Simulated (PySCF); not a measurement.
HSb, triplet, geometry from GFN2-xTB (core potentials on Sb). Base run: PBE/def2-SVP (PySCF).

The PySCF input:
```python
from pyscf import gto, scf, dft

mol = gto.M(
    atom='''
Sb   -0.00000000   -0.00000000   -0.03385819
H     0.00000000    0.00000000    1.72676754
''',
    basis='def2-svp',
    ecp={'Sb': 'def2-svp'},
    spin=2,
    verbose=4,
)

mf = dft.UKS(mol)
mf.xc = 'pbe'
mf.kernel()
mf.analyze()
```

Variants of this job, named by their change:

| change | ΔE vs base (µEh) | grid points | electrons on the grid | outcome |
|---|---|---|---|---|
| base | 0.0 | 31768 | 24.00000 | converged |
| grids.radi_method = delley | 0.5 | 31432 | 24.00000 | converged |
| grids.radi_method = mura_knowles | 0.0 | 28664 | 24.00000 | converged |
| grids.atom_grid = (50, 194) | 21.3 | 12872 | 23.99999 | converged |
| grids.atom_grid = (75, 302) | -0.3 | 28128 | 24.00000 | converged |
| grids.level = 2 | -0.2 | 19416 | 24.00000 | converged |
| grids.becke_scheme = stratmann | 0.2 | 31768 | 24.00000 | converged |
| grids.level = 1 | 6.6 | 10504 | 23.99999 | converged |
| small_rho_cutoff = 0 | 0.0 | 31768 | 24.00000 | converged |
| grids.level = 4 | 0.0 | 47840 | 24.00000 | converged |
| grids.prune = dft.gen_grid.sg1_prune | - | - | - | input refused |

Open shells are given as the SCF converged; they aren't shown to be the lowest states, and a large step between rows can be another state.

- grids.prune = dft.gen_grid.sg1_prune: ended with `IndexError: index 51 is out of bounds for axis 0 with size 19`
